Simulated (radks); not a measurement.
Species: Sm3+. Configuration: [Xe] 4f3 6s2 (not the ground configuration). All-electron calculation, Dirac Kohn-Sham, PBE, spin-unpolarised, spherical densities, finite nucleus; open shells fill j = l - 1/2 first; Fermi nuclear charge, rms radius 5.0819 fm. Program: a radial shooting solver on a logarithmic mesh with Libxc functionals.

X-ray form factor f0, the Fourier transform of the density (f0(0) = 59):

sin(theta)/lambda (1/angstrom)  f0 (electrons)
0.05                                    58.111
0.1                                     55.785
0.15                                    52.734
0.2                                     49.531
0.25                                    46.428
0.3                                     43.488
0.4                                     38.180
0.5                                     33.743
0.6                                     30.094
0.8                                     24.410
1                                       20.348
1.25                                    17.038
1.5                                     14.792
2                                       11.099
